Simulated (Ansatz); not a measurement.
Compare A (`C[Si]1(F)CS1`) with its isomer B (`F/C(S)=C\[SiH3]`).

Isolated molecules relaxed with PBE0-D4/def2-TZVP in Ansatz; ΔE leaves out vibrations. CCSD(T)/CBS adds triple-zeta CCSD(T) − MP2 to the extrapolated MP2 energy (def2 sets, frozen cores). DFT in def2-TZVPP. B3LYP here is the variant with VWN-RPA as its local correlation; programs differ in this. One conformer a species, not always the lowest.

(1) Which isomer does CCSD(T)/CBS put lower? Give the gap. (An estimate is asked.)

(2) Give E(B) − E(A) in kJ/mol with CCSD(T)/def2-TZVPP, ωB97M-V, B3LYP-D4, B2PLYP, r2SCAN-D4, MP2/def2-TZVPP, CCSD/def2-TZVPP. (Estimate.)

Largest T1 diagnostic: 0.013.

## Answers

(1) Computed: A, by 336.0 kJ/mol.

(2) Computed: CCSD(T)/def2-TZVPP 325.7, ωB97M-V 330.0, B3LYP-D4 312.5, B2PLYP 324.0, r2SCAN-D4 331.0, MP2/def2-TZVPP 347.4, CCSD/def2-TZVPP 327.2. None reverses the order clearly.

From PBE to PBE0 (25 % exact exchange), in def2-TZVPP and without D4, E(B) − E(A) moves by +15.0 kJ/mol. In def2-TZVPP, CCSD(T) changes the Hartree–Fock value by +13.3 kJ/mol (the triples alone add −1.5 kJ/mol) and MP2 by +34.9 kJ/mol.
